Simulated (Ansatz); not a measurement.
The cluster Ge₆Sb⁻, relaxed as a singlet with RKS PBE-D4/def2-SVPD in Ansatz, starting from the GFN2-xTB geometry. Force threshold 0.02 eV/Å.

In the def2 sets Sb takes a core potential; there is no spin–orbit coupling. The structure comes from a short search, and lower isomers may exist.

Start:

Cartesian coordinates in Å:
```
Sb 0.417 0.861 -1.422
Ge -2.044 -0.021 -0.601
Ge -0.329 -1.767 -1.149
Ge -0.939 1.743 0.793
Ge -0.404 -0.831 1.375
Ge 1.461 1.092 1.103
Ge 1.838 -1.077 -0.099
```

```csv
step,energy (eV),largest force component (eV/Å),SCF passes
1,-345561.1934,1.853,20
2,-345561.6701,0.458,26
3,-345561.6949,0.163,23
4,-345561.6973,0.125,23
5,-345561.6988,0.030,22
6,-345561.6989,0.002,23
```

Force components are those of the run's own axes.

End:

```xyz
7

Sb    0.4477    0.9221   -1.5251
Ge   -2.1290   -0.0252   -0.6216
Ge   -0.3439   -1.8376   -1.1936
Ge   -0.9770    1.8114    0.8270
Ge   -0.4289   -0.8835    1.4612
Ge    1.5200    1.1340    1.1504
Ge    1.9113   -1.1213   -0.0984
```

By distances, no bond broke or formed. The bond that changes most is Sb1–Ge2, from 2.74 to 2.89 Å (atoms count from 1).

No frequencies were taken in this run, so the end may be a saddle point.

It took 40 s on 4 threads of Arm Neoverse V1 on a shared host, peak host memory 0.75 GiB.
